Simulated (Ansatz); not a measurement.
C2H4BNS2 (`CSC1=NBS1`), relaxed with RKS PBE-D4/def2-SVP in Ansatz 0.2.0 from a rough embedded geometry. The force threshold is 0.03 eV/Å; the program also tests the step.

Total charge 0; spin multiplicity 1.

Start:

```xyz
10

C    -0.562   -0.141    1.921
S    -1.058    1.185    0.842
C    -0.153    0.543   -0.584
N     1.019    0.835   -1.093
B     1.033   -0.125   -2.283
S    -0.660   -0.523   -1.931
H    -0.912   -1.136    1.462
H     0.564   -0.188    1.943
H    -1.008   -0.079    2.897
H     1.737   -0.371   -3.173
```

Problem. By how much does the energy fall, and how many steps does the optimiser take? (An estimate is asked.)

Solution. The calculation gave: 36.18 kcal/mol, in 22 steps, 1 of them rejected.

Problem. Which bonds change most? (Best estimate.)

Solution. Ansatz gave: B5–S6 from 1.775 to 1.903 Å; N4–B5 from 1.529 to 1.453 Å; S2–C3 from 1.807 to 1.736 Å.

Problem. Give the relaxed structure. (Best estimate.)

Solution. Ansatz gave: 
```xyz
10

C    -0.707   -0.236    1.867
S    -0.315    1.263    0.910
C     0.208    0.599   -0.607
N     0.614    1.288   -1.642
B     0.893    0.038   -2.328
S     0.303   -1.198   -1.008
H    -1.404   -0.881    1.299
H     0.215   -0.791    2.121
H    -1.199    0.115    2.794
H     1.393   -0.198   -3.406
```
